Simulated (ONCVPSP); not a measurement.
Mg (Z = 12), ONCV: configuration errors across variants

- Element: magnesium
- Generator: ONCVPSP 4.0.1
- Type: optimised norm-conserving Vanderbilt (ONCV)
- Functional: PBEsol
- Relativity: scalar-relativistic
- Frozen core: [He] 2s2
- Valence charge: 8
- Reference configuration: 2p6 3s2
- Partial waves: 3s: rc 2.40 bohr, ncon 4, nbas 7, qcut 2.2 1/bohr, 2 projectors, debl 1.8 Ha; 2p: rc 1.20 bohr, ncon 4, nbas 8, qcut 13.7 1/bohr, local; d scattering state at 0.34 Ha: rc 2.05 bohr, ncon 4, nbas 9, qcut 4.4 1/bohr, 1 projector
- Local potential: the p channel
- Core correction: none

All-electron excitation energies from the reference (eV): (1) 2p6 3s1 7.921; (2) 2p6 3s0 22.737; (3) 2p6 3s1.5 3.129; (4) 2p6 3s1 3p1 3.474.

3 further variants failed, have other tests or too few solved ones, and are left out.

A true bound ghost makes a file unfit for plane-wave use even where its test errors are small: the radial tests pick states by their node count and pass the ghost by.

Errors AE − PS in meV (a dash: test not solved or not reliable):

| change | (1) | (2) | (3) | (4) | bound ghosts | GHOST(+) flags above zero |
| --- | --- | --- | --- | --- | --- | --- |
| base | -0.9 | +25 | -0.3 | -85 | s | none |
| all radii scaled by about 0.93 (s 2.24, p 1.12, d 1.92 bohr) | +0.9 | +37 | 0.0 | -66 | s | d |
| d: nbas 7 | -0.9 | +25 | -0.3 | -85 | s | none |
| core correction Teter function, fcfact 5.75, rcfact 1.5 | -0.9 | +25 | -0.3 | -85 | s | none |
| d: ncon 5, nbas 10 | -0.9 | +25 | -0.3 | -85 | s | none |
| d: rc 3.02 | -0.9 | +25 | -0.3 | -85 | s | d |
| d: qcut 6.3 | -0.9 | +25 | -0.3 | -85 | s | none |

Question: Give the same row for: p: nproj 1; local potential polynomial inside 1.00 bohr (lpopt 2, dvloc0 0 Ha).

Answer: -0.6, +25, -0.2, -43; bound ghosts: none; GHOST(+) flags above zero: s.
